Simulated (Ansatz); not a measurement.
A made-up structure of CH$_{3}$OSe (charge -1), singlet:

```
6
angstrom
O -0.5217 -0.7463 -0.7258
C 0.2925 0.3650 -0.6508
Se 0.3552 0.3453 1.0772
H -1.2621 -0.6740 -0.0054
H -0.1498 1.4126 -0.4885
H 1.2859 -0.7026 0.7933
```

It is relaxed with PBE-D4/def2-SVPD and then PBE0-D4/def2-TZVPD (Ansatz 0.2.0). Atoms count as bonded within 1.22 times the sum of their covalent radii (H–H: 0.88 Å). The end point is not checked to be a true minimum.

Does its bonding change? (Judge from chemistry; the calculation decides.)

Computed: No: no bond forms or breaks.

Where it ends: The first stage lowers the energy by 2.63 eV in 9 steps. It ends as CH₃OSe ([OH][CH][SeH]), total charge -1:
| atom | x (Å) | y (Å) | z (Å) |
| --- | --- | --- | --- |
| O1 | -0.7886 | -0.6536 | -0.9435 |
| C2 | 0.2024 | 0.3479 | -0.6619 |
| Se3 | 0.6732 | 0.2765 | 1.3018 |
| H4 | -1.5310 | -0.5816 | -0.3265 |
| H5 | -0.3195 | 1.3303 | -0.6077 |
| H6 | 1.7635 | -0.7196 | 1.2377 |

Labels in which every atom is bracketed show which atoms are joined, not bond orders.

For scale, one of the runs: PBE0-D4/def2-TZVPD relaxation, 161 basis functions, launched by `ansatz run in.yaml --threads 2 --pin off --events-out ev --progress --plain --max-ram 4352MiB`. The run took about 28 s on 2 CPU threads of an Arm Neoverse V1 (shared host).
